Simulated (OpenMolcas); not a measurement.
**Fe²⁺: from CASSCF to CASPT2**

* Program: OpenMolcas 26.06
* Basis: ANO-RCC-VQZP [7s6p4d3f2g1h]
* Scalar Hamiltonian: DKH2, point nucleus
* Active space: 6 electrons in 6 orbitals (3d 4s)
* State averaging: 2S+1 = 5 even, 30 roots; 2S+1 = 7 even, 1 root kept (CI in the orbitals of an earlier block); 2S+1 = 3 even, 121 roots kept (CI in the orbitals of an earlier block, 98 in the spin-orbit step); 2S+1 = 1 even, 96 roots kept (CI in the orbitals of an earlier block, 69 in the spin-orbit step)
* Spin-orbit coupling: RASSI with atomic mean-field integrals over the reference wave functions, term energies averaged over their components

Methods on the same reference wave functions:
A. CASSCF
B. SS-CASPT2, IPEA 0.25 Eh, imaginary shift 0.1 Eh (closed shells correlated: 3s 3p)
C. MS-CASPT2, IPEA 0.25 Eh, imaginary shift 0.1 Eh (closed shells correlated: 3s 3p)

Energies in cm⁻¹ above 3d⁶ ⁵D₄, the measured ground level; measured values from Corliss and Sugar, J. Phys. Chem. Ref. Data 11, 135 (1982).

```json
{"Level": "3d⁶ ⁵D₄", "A": "0.0", "B": "0.0", "C": "0.0", "Measured": "0.0"}
{"Level": "3d⁶ ⁵D₃", "A": "466", "B": "470", "C": "470", "Measured": "436"}
{"Level": "3d⁶ ⁵D₂", "A": "798", "B": "797", "C": "797", "Measured": "739"}
{"Level": "3d⁶ ⁵D₁", "A": "1012", "B": "1007", "C": "1007", "Measured": "932"}
{"Level": "3d⁶ ⁵D₀", "A": "1118", "B": "1110", "C": "1110", "Measured": "1027"}
{"Level": "3d⁵ 4s ⁷S₃", "A": "8483", "B": "26180", "C": "26180", "Measured": "30089"}
{"Level": "3d⁵ 4s ⁵S₂", "A": "21818", "B": "36240", "C": "36240", "Measured": "41000"}
{"Level": "3d⁶ ³H₆", "A": "24070", "B": "19650", "C": "19650", "Measured": "20051"}
{"Level": "3d⁶ ³H₅", "A": "24318", "B": "19880", "C": "19880", "Measured": "20301"}
{"Level": "3d⁶ ³H₄", "A": "24506", "B": "20030", "C": "20030", "Measured": "20482"}
{"Level": "3d⁶ ³P₂(1)", "A": "26381", "B": "18510", "C": "18510", "Measured": "19405"}
{"Level": "3d⁶ ³F₄(1)", "A": "27592", "B": "20790", "C": "20790", "Measured": "21462"}
{"Level": "3d⁶ ³P₁(1)", "A": "27758", "B": "19900", "C": "19900", "Measured": "20688"}
{"Level": "3d⁶ ³F₃(1)", "A": "27850", "B": "21020", "C": "21020", "Measured": "21700"}
{"Level": "3d⁶ ³F₂(1)", "A": "28042", "B": "21190", "C": "21190", "Measured": "21857"}
{"Level": "3d⁶ ³P₀(1)", "A": "28348", "B": "20480", "C": "20480", "Measured": "21208"}
{"Level": "3d⁶ ³G₅", "A": "30409", "B": "23950", "C": "23950", "Measured": "24559"}
{"Level": "3d⁶ ³G₄", "A": "30840", "B": "24360", "C": "24360", "Measured": "24941"}
{"Level": "3d⁶ ³G₃", "A": "31046", "B": "24550", "C": "24550", "Measured": "25142"}
{"Level": "3d⁶ ¹I₆", "A": "36267", "B": "29810", "C": "29810", "Measured": "30356"}
{"Level": "3d⁶ ¹G₄(1)", "A": "38279", "B": "29970", "C": "29960", "Measured": "30886"}
{"Level": "3d⁶ ³D₁", "A": "39364", "B": "29810", "C": "29810", "Measured": ""}
{"Level": "3d⁶ ³D₂", "A": "39401", "B": "29820", "C": "29820", "Measured": ""}
{"Level": "3d⁶ ³D₃", "A": "39526", "B": "29970", "C": "29970", "Measured": "30858"}
```

Deviations, from unrounded energies. A percentage is the sum of absolute deviations over the sum of measured energies, with the sign that they share, or ± where signs differ.

```tsv
Against measurement	Levels	A	B	C
mean absolute deviation (cm-1)	21	6300	890	890
fine structure of the ground term (%)	4	+8.3	+8.0	+8.0
other terms of the ground configuration (%)	15	+25.8	-2.8	-2.8
other configurations (%)	2	-57.4	-12.2	-12.2
```

B, C lie about equally close to measurement and A furthest from it. The largest miss of B in the table is 3d⁵ 4s ⁵S₂, by -4800 cm-1. The ranking rests on the paired levels alone, and a cruder setting can come out closer through cancelling errors.

Between B and C the level of the table that moves most is 3d⁶ ¹G₄(1), by 18 cm-1 (lowest in C, highest in B). Moves below CASPT2's spread within the term are not significant.

The two smallest mean deviations differ by little beside CASPT2's spread within terms, so their order carries little weight.

From A to B the spin-free energies of the other terms of 3d⁶ shown, above ⁵D, scale by factors of 0.70 to 0.82, as is usual when dynamic correlation screens the repulsion within a d or f shell.

The lowest spin-free term lies below A's lowest term by 0.575 hartree in B, 0.575 hartree in C.

CASPT2 does not keep the components of a term degenerate, so their means are used; among the terms shown or strongly mixed into the levels shown the widest spread is 2900 cm-1 (3d⁶ ¹I, C). Over all roots computed the reference weight is 0.88 to 0.94 in B, 0.88 to 0.94 in C; the roots of lowest weight are the least certain, and an intruder state may touch them. Some high roots are left out of the spin-orbit mixing, which shifts the levels that they would mix with. Terms from blocks run as CI alone lack orbitals of their own. A single d shell beside an s shell can misplace configurations of different d count against each other. Without dynamic correlation excited terms often stand tens of per cent too high (terms of higher spin than the ground term too low), and those without a measured partner can miss by more than the paired ones (holds for A). The CASPT2 spread within a term exceeds the gap to the next term for 3d⁶ ¹I and 3d⁶ ¹G(1), 3d⁶ ¹G(1) and 3d⁶ ³D, so the order of their levels is uncertain (holds for B; C). Blocks of more than 70 roots (2S+1 = 3 even) ran without multistate coupling (holds for C). Measured partners are found by configuration, term and J. A level has none where our copy of the source lacks it or the pairing is in doubt (some pairs that miss far off the trend of their configuration count as doubtful), and it then counts in no deviation. Levels of configurations outside the active space are missing. Levels that lie high or do not pair safely by name in every column are left out.

A number in round brackets counts repeated terms of one configuration in the order of the reference energies.
